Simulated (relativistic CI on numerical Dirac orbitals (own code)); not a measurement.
# Electric-dipole transitions in Ba X

Calculated at this level of theory: Dirac-Coulomb-Breit CI, separate exchange-only KLI orbitals for each configuration, a model potential for QED, unscaled Slater integrals (own radial code, finite nucleus).

CI space (outside the closed core [Kr]): 4d10 5s, 4d10 5p, 4d10 4f, 4d10 5d, 4d10 5f, 4d10 5g, 4d9 5s 4f, 4d10 6s, 4d9 5s2, 4d10 6p, 4d10 6d, 4d9 5s 5p, 4d10 7s, 4d10 7p, 4d10 6f, 4d10 7d, 4d10 8s, 4d10 9s, 4d9 5s 5d, 4d9 5s 6s. Double excitations out of closed p, d and f shells are left out; levels of such configurations are missing from the list, as are those of other unlisted configurations, and high levels can miss mixing partners.

```
λ vac (Å)                   Lower                    Upper   A (s⁻¹)  log gf  S velocity/length
   96.448      4d10 5s 2S_1/2 [1]  4d9 5s 4f 2P°_3/2 [122]  3.14e+12    1.24               0.54
   96.469      4d10 5s 2S_1/2 [1]  4d9 5s 4f 2P°_1/2 [121]  3.13e+12    0.94               0.54
   126.17      4d10 5s 2S_1/2 [1]   4d9 5s 5p 2P°_3/2 [52]  6.49e+10   -0.21               0.79
   133.17      4d10 5s 2S_1/2 [1]   4d9 5s 5p 2P°_3/2 [31]  5.89e+10   -0.20               0.87
   198.43     4d10 4f 2F°_5/2 [4]      4d10 5g 2G_7/2 [22]  5.47e+10    0.41               1.00
   198.96     4d10 4f 2F°_7/2 [5]      4d10 5g 2G_9/2 [21]  5.70e+10    0.53               1.00
   281.12     4d10 5p 2P°_3/2 [3]       4d10 6s 2S_1/2 [8]  2.93e+10   -0.16               0.97
   374.81  4d9 5s 5p 4P°_5/2 [17]    4d9 5s 5d 4P_5/2 [89]  2.22e+10    0.45               0.82
   378.41  4d9 5s 5p 4F°_3/2 [23]   4d9 5s 5d 4G_5/2 [104]  1.93e+10    0.40               0.86
   386.34  4d9 5s 5p 2F°_5/2 [18]    4d9 5s 5d 4G_7/2 [92]  2.03e+10    0.56               0.87
   387.52  4d9 5s 5p 2F°_5/2 [27]   4d9 5s 5d 4G_7/2 [107]  1.55e+10    0.44               0.86
   390.08  4d9 5s 5p 4F°_7/2 [19]    4d9 5s 5d 4G_9/2 [90]  2.74e+10    0.80               0.87
   391.08  4d9 5s 5p 4P°_5/2 [17]    4d9 5s 5d 4S_3/2 [88]  2.45e+10    0.35               0.87
   411.39     4d10 5p 2P°_1/2 [2]       4d10 5d 2D_3/2 [6]  2.46e+10    0.40               0.94
   415.49  4d9 5s 5p 2F°_7/2 [37]   4d9 5s 5d 2G_9/2 [112]  2.45e+10    0.80               0.84
   415.79  4d9 5s 5p 4F°_9/2 [24]   4d9 5s 5d 4G_11/2 [91]  2.94e+10    0.96               0.85
   416.67  4d9 5s 5p 4D°_3/2 [38]   4d9 5s 5d 4D_5/2 [114]  2.04e+10    0.50               0.86
   418.87  4d9 5s 5p 4D°_7/2 [29]    4d9 5s 5d 4F_9/2 [98]  2.13e+10    0.75               0.86
   421.10  4d9 5s 5p 2D°_5/2 [30]    4d9 5s 5d 4F_7/2 [99]  1.21e+10    0.41               0.86
   423.03      4d10 5d 2D_3/2 [6]     4d10 5f 2F°_5/2 [12]  3.46e+10    0.75               0.92
   429.73      4d10 5d 2D_5/2 [7]     4d10 5f 2F°_7/2 [13]  3.60e+10    0.90               0.92
   452.44     4d10 5p 2P°_3/2 [3]       4d10 5d 2D_5/2 [7]  2.35e+10    0.64               0.94
   484.03  4d9 5s 5p 2F°_7/2 [53]   4d9 5s 5d 2G_9/2 [105]  1.30e+10    0.66               1.18
   488.53      4d10 5d 2D_5/2 [7]     4d10 6p 2P°_3/2 [10]  1.09e+10    0.19               0.98
   502.06     4d9 5s2 2D_3/2 [14]   4d9 5s 5p 2D°_3/2 [79]  2.11e+10    0.50               0.69
   502.74     4d9 5s2 2D_5/2 [11]   4d9 5s 5p 2D°_5/2 [64]  1.49e+10    0.53               0.69
   504.69      4d10 5d 2D_3/2 [6]      4d10 6p 2P°_1/2 [9]  1.23e+10   -0.03               0.96
   523.62     4d9 5s2 2D_3/2 [14]   4d9 5s 5p 2F°_5/2 [75]  1.08e+10    0.43               0.69
   527.08     4d9 5s2 2D_3/2 [14]   4d9 5s 5p 2F°_5/2 [74]  6.77e+09    0.23               0.68
   531.95     4d9 5s2 2D_5/2 [11]   4d9 5s 5p 2F°_7/2 [53]  1.62e+10    0.74               0.68
   532.58     4d9 5s2 2D_5/2 [11]   4d9 5s 5p 2P°_3/2 [52]  1.81e+10    0.49               0.66
   539.24     4d9 5s2 2D_3/2 [14]   4d9 5s 5p 2P°_1/2 [70]  1.86e+10    0.21               0.66
   624.31      4d10 5s 2S_1/2 [1]      4d10 5p 2P°_3/2 [3]  5.07e+09    0.07               0.36
   626.62     4d10 4f 2F°_7/2 [5]       4d10 5d 2D_5/2 [7]  2.47e+09   -0.06               0.76
   883.74     4d10 6d 2D_3/2 [15]     4d10 6f 2F°_5/2 [56]  6.87e+09    0.68               0.99
   886.08     4d10 6d 2D_5/2 [16]     4d10 6f 2F°_7/2 [58]  7.53e+09    0.85               0.99
   900.54    4d10 5f 2F°_5/2 [12]      4d10 5g 2G_7/2 [22]  6.93e+09    0.83               1.05
   906.50    4d10 5f 2F°_7/2 [13]      4d10 5g 2G_9/2 [21]  7.06e+09    0.94               1.05
   915.75     4d10 6p 2P°_1/2 [9]      4d10 6d 2D_3/2 [15]  6.10e+09    0.49               1.01
   997.17    4d10 6p 2P°_3/2 [10]      4d10 6d 2D_5/2 [16]  6.03e+09    0.73               1.01
   1004.8     4d10 6d 2D_5/2 [16]     4d10 7p 2P°_3/2 [46]  3.95e+09    0.38               0.97
   1383.6    4d10 5f 2F°_7/2 [13]      4d10 6d 2D_5/2 [16]  1.29e+09    0.35               1.08
   1409.4    4d10 5f 2F°_5/2 [12]      4d10 6d 2D_3/2 [15]  1.30e+09    0.19               1.07
   1428.6      4d10 6s 2S_1/2 [8]     4d10 6p 2P°_3/2 [10]  1.55e+09    0.28               1.01
   1841.7    4d10 7p 2P°_3/2 [46]      4d10 7d 2D_5/2 [85]  2.00e+09    0.79               1.00
```

Terms are leading LS components. Brackets give the number of a level in order of energy, since labels repeat. The list gives strong lines, with weight on those to low levels. Levels whose partners in the same complex of configurations lie outside the list can be far off, and so can their lines. Rates are taken at the computed energies, electric ones in the length gauge. A velocity-to-length ratio far from 1 marks an uncertain rate.

At this charge transitions that keep the count of f electrons are usually good to a few per cent. Levels and lines within the n = 5 or 6 shells can be off by up to 10 % or somewhat more, and those that change n by about 2 %, since core polarisation is missing. Levels that differ in their count of f electrons can be misplaced by several ten thousand cm⁻¹, since the correlation energy of f electrons is missing or only estimated; rates across such gaps can be off by orders of magnitude.

LS names give the leading component of a level, which can be under half, so a name can repeat, a term be missing and a line seem to break the LS rules.
